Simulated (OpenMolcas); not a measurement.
## Pd3+: moving or changing the point charges

Pd3+ among 4 point charges of -2.5 e arranged as a square (D4h), 1.96 Å from the ion.
```
   1.9600    0.0000    0.0000  -2.50
   0.0000    1.9600    0.0000  -2.50
  -1.9600    0.0000    0.0000  -2.50
   0.0000   -1.9600    0.0000  -2.50
```

```yaml
Program: OpenMolcas
Method: "SS-CASPT2, IPEA 0.25 Eh, imaginary shift 0.1 Eh (closed shells correlated: 4s 4p)"
Basis: ANO-RCC-VDZP [6s5p3d1f]
Scalar_Hamiltonian: DKH2, point nucleus
Active_space: 7 electrons in 5 orbitals (4d)
State_averaging: 2S+1 = 4 even, 10 roots; 2S+1 = 2 even, 40 roots
Spin-orbit_coupling: RASSI with atomic mean-field integrals over the reference wave functions
```

Runs around this geometry, states (labels of D4, the rotations of D4h). Energies in cm-1 above the lowest state or level, χT in cm3 K/mol.

| R (Å) | q (e) | Ground state | First state of that spin | First gap with spin-orbit (degeneracies) | χT at 300 K | First state of another spin |
| --- | --- | --- | --- | --- | --- | --- |
| 1.96 | -1.25 | 4A2 | 4E 430 | 400 (2, 2) | 4.362 | 2A1 13050 |
| 1.96 | -2.5 | 4E | 4A2 5200 | 270 (2, 2) | 2.424 | 2B2 5140 |
| 2.15 | -2.5 | 4E | 4A2 2230 | 150 (2, 2) | 3.660 | 2B2 10230 |

Taking the first state of the same spin as R^-n, n = -ln(2230 / 5200) / ln(2.15 / 1.96) = 9.2 between the shortest and longest distance.

The ground state changes within this set.

This shell can be high or low spin here, a state of another spin lies low, and with metal d orbitals alone active their balance is uncertain, so the ground spin may be wrong. Point charges give a weaker field than real ligands, and real ions of this kind are as a rule low spin; the high spin found here belongs to the model. Free-ion shares, where given, are those of the reference states; single-state CASPT2 does not remix them. Spin-orbit coupling mixes the spin-free states strongly: the lowest level takes only 56 % from its leading state, 4A2 (holds for R = 1.96, q = -1.25). An orbital doublet at a regular site is open to a Jahn-Teller distortion, which this geometry leaves out (holds for R = 1.96, q = -2.5; R = 2.15, q = -2.5). This is an electrostatic model: the charges have no orbitals. No measured value stands beside these numbers.
